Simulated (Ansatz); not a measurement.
C₄H₆Si, SMILES `C1=C[SiH2]C=C1`. Charge 0, multiplicity 1.

```xyz
11

C     0.682    0.777    0.850
C    -0.620    0.538    1.074
Si   -1.201   -0.567   -0.309
C     0.480   -0.603   -1.109
C     1.284    0.152   -0.345
H     1.298    1.396    1.497
H    -1.149    0.951    1.922
H    -2.260    0.040   -1.160
H    -1.679   -1.901    0.147
H     0.830   -1.101   -2.004
H     2.336    0.320   -0.563
```

Question: List the harmonic frequencies (cm⁻¹, unscaled) at PBE0-D4/def2-TZVP in Ansatz. (An estimate is asked.)

Answer: Computed: 242, 371, 494, 544, 631, 680, 705, 733, 762, 768, 890, 930, 966, 1004, 1006, 1103, 1116, 1311, 1370, 1566, 1634, 2214, 2216, 3157, 3172, 3226, 3227.

Question: Is this a minimum?

Answer: Yes, all 27 modes are real.

Question: Give the ideal-gas thermochemistry at 298.15 K and 1 bar (rigid rotor, harmonic oscillator; point group C2v, symmetry number 2).

Answer: Zero-point energy 215.6 kJ/mol; H(298) − E = 231.3 kJ/mol; entropy 292.8 J/(mol·K), of which translation 163.8, rotation 101.3, vibration 27.7; G(298) − E = 144.0 kJ/mol.

Question: Rotational constants (cm⁻¹)?

Answer: 0.2252, 0.166, 0.09885.
